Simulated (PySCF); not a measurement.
**AlBr₂⁺ + Cl₂ → AlCl₂⁺ + Br₂**

Level: PBE0 in the def2-TZVP basis family, all electrons, no relativity, computed in PySCF with density fitting; open shells unrestricted.

```csv
species,state and structure,E (Eh),ZPE (kJ/mol),H(298 K) − H(0) (kJ/mol),S° (J/(mol K))
AlBr₂⁺,"singlet, D∞h, Al–Br 2.149 Å (×2)",-5389.85861,7.0,13.9,286.7
Cl₂,"singlet, D∞h, Cl–Cl 1.982 Å",-920.08940,3.5,9.1,222.5
AlCl₂⁺,"singlet, D∞h, Al–Cl 1.996 Å (×2)",-1162.25997,9.1,13.1,264.3
Br₂,"singlet, D∞h, Br–Br 2.281 Å",-5147.70672,2.0,9.7,244.8
```

Q: What is the electronic reaction energy?

A: At PBE0/def2-TZVP, ΔE = -49.0 kJ/mol from the differences of the total energies times 2625.5, downhill. 

Q: Add zero-point, thermal and entropy terms for 298.15 K and 1 bar.

A: ΔZPE = 0.6 and Δ[H(298) − H(0)] = -0.2 kJ/mol give ΔH° = -48.6 kJ/mol. ΔS° = -0.1 J/(mol K), so ΔG° = -48.6 − 298.15 × (-0.0001) = -49 kJ/mol and log₁₀K = 8.5.

Only the bonding shown was studied: isomers, or loss of a ligand pair, can lie lower.
